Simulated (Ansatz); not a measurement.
`C#C[SiH2][AlH][Cl]` + NH₃ → `C#C[SiH2]N` + `[AlH2][Cl]` at 500 K and 1 bar (cleavage of the Si–Al bond).

Gas-phase electronic energies from Ansatz, PBE0-D4/def2-TZVP geometries. CBS: MP2 limit from def2 TZ/QZ plus the TZ coupled-cluster correction, frozen cores. This one scheme is used for every species. One conformer a species, not always the lowest.

| species | CCSD(T)/CBS energy (Eh) | H − E (kJ/mol) | S (J/(mol·K)) |
| --- | --- | --- | --- |
| `C#C[SiH2][AlH][Cl]` | -1069.38528 | 167.8 | 454.6 |
| NH₃ | -56.50880 | 108.2 | 211.8 |
| `C#C[SiH2]N` | -422.86577 | 204.7 | 371.7 |
| `[AlH2][Cl]` | -703.04476 | 61.1 | 282.3 |

H − E and S are ideal-gas, rigid-rotor, harmonic terms from PBE0-D4/def2-TZVP, for one conformer and one mirror image of each species. 1 Eh = 2625.50 kJ/mol, R = 8.31446 J/(mol·K).

Q: By hand: ΔE, ΔH, ΔS and ΔG.

A: ΔE = (-422.86577) + (-703.04476) − (-1069.38528) − (-56.50880) = -0.01645 Eh = -43.2 kJ/mol. Δ(H − E) = 204.7 + 61.1 − 167.8 − 108.2 = -10.2, so ΔH = -53.4 kJ/mol. ΔS = 371.7 + 282.3 − 454.6 − 211.8 = -12.4 J/(mol·K). ΔG = -53.4 − 500 × (-12.4)/1000 = -47.2 kJ/mol.

Q: By hand: the equilibrium constant, and the temperature at which ΔG would vanish if ΔH and ΔS stayed fixed.

A: log₁₀ K = −ΔG/(RT ln 10) = 4.9. ΔG = 0 at ΔH/ΔS = 4306 K, far beyond where these terms or the molecules hold.

The number of gas molecules stays the same, so ΔS is small and ΔH decides. A doubt of 5 kJ/mol in ΔE shifts log₁₀ K by 0.5 here. Other conformers and mirror images would add mixing entropy, several J/(mol·K) or more a flexible species. Modes under 60 cm⁻¹, often nearly free rotors, make the harmonic entropy too high. These are equilibria of isolated gas molecules and say nothing of rates. Largest T1 diagnostic: 0.012 (customary marks: 0.02 for closed shells, 0.045 for open ones).
